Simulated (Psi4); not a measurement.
C₂H₄Cl (SMILES [CH2]CCl), doublet, at a GFN2-xTB geometry. Base run: Psi4 with PBE/6-31G.

Input for Psi4:
```
memory 2 GB

molecule mol {
0 2
C     0.182802    0.897271   -0.013143
C     1.566145    0.549642   -0.026074
Cl   -0.841137   -0.711490    0.019050
H    -0.155495    1.399582    0.888154
H    -0.177877    1.377691   -0.917688
H     2.080916    0.329442    0.890428
H     2.058112    0.307139   -0.949446
}

set {
  basis 6-31g
  reference uks
}

energy('pbe')
print_variables()
```

The base run was repeated with changes; each row names its change, and settings that it needs were set with it.

```json
[
 {"change": "base", "ΔE vs base (mEh)": "0.000", "SCF cycles": "9", "grid points": "149861", "basis functions": "39"},
 {"change": "diis_max_vecs = 15", "ΔE vs base (mEh)": "0.000", "SCF cycles": "9", "grid points": "149861", "basis functions": "39"},
 {"change": "puream = true", "ΔE vs base (mEh)": "-0.045", "SCF cycles": "9", "grid points": "149861", "basis functions": "39"},
 {"change": "dft_nuclear_scheme = stratmann", "ΔE vs base (mEh)": "-0.004", "SCF cycles": "9", "grid points": "138965", "basis functions": "39"},
 {"change": "ints_tolerance = 1e-8", "ΔE vs base (mEh)": "0.000", "SCF cycles": "9", "grid points": "149861", "basis functions": "39"},
 {"change": "soscf = true", "ΔE vs base (mEh)": "0.000", "SCF cycles": "7", "grid points": "149861", "basis functions": "39"},
 {"change": "e_convergence = 1e-4", "ΔE vs base (mEh)": "0.000", "SCF cycles": "9", "grid points": "149861", "basis functions": "39"},
 {"change": "guess = sap", "ΔE vs base (mEh)": "0.000", "SCF cycles": "11", "grid points": "149861", "basis functions": "39"},
 {"change": "dft_radial_points = 99", "ΔE vs base (mEh)": "0.000", "SCF cycles": "9", "grid points": "197065", "basis functions": "39"},
 {"change": "damping_percentage = 20", "ΔE vs base (mEh)": "0.000", "SCF cycles": "20", "grid points": "149861", "basis functions": "39"},
 {"change": "damping_percentage = 50", "ΔE vs base (mEh)": "0.003", "SCF cycles": "40", "grid points": "149861", "basis functions": "39"},
 {"change": "guess = huckel", "ΔE vs base (mEh)": "0.000", "SCF cycles": "11", "grid points": "149861", "basis functions": "39"},
 {"change": "scf_initial_accelerator = ediis", "ΔE vs base (mEh)": "0.000", "SCF cycles": "9", "grid points": "149861", "basis functions": "39"}
]
```

Open shells are given as the SCF converged; they aren't shown to be the lowest states, and a large step between rows can be another state.
